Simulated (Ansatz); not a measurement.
Consider the redistribution: `C[SiH2][SiH2][AlH2]` + `SC1C[SiH2]1` → `C[SiH2][SiH2]S` + `[AlH2][CH]1C[SiH2]1`.

Program: Ansatz. Geometries: PBE0-D4/def2-TZVP. ΔE: electronic, gas phase. CCSD(T)/CBS is the MP2 limit (def2-TZVPP, def2-QZVPP) plus CCSD(T) − MP2 in def2-TZVPP, frozen cores. One conformer a species, not always the lowest.

| species | HF/def2-TZVPP energy (Eh) |
| --- | --- |
| `C[SiH2][SiH2][AlH2]` | -862.92158 |
| `SC1C[SiH2]1` | -765.69022 |
| `C[SiH2][SiH2]S` | -1018.00685 |
| `[AlH2][CH]1C[SiH2]1` | -610.65000 |

Problem. Work out ΔE.

Solution. ΔE = (-1018.00685) + (-610.65000) − (-862.92158) − (-765.69022) = -0.04505 Eh = -118.3 kJ/mol. CCSD(T)/CBS gives -120.4 kJ/mol.

Largest T1 diagnostic among the species: 0.012.

From PBE to PBE0 (25 % exact exchange), in def2-TZVPP and without D4, ΔE moves by −3.2 kJ/mol.
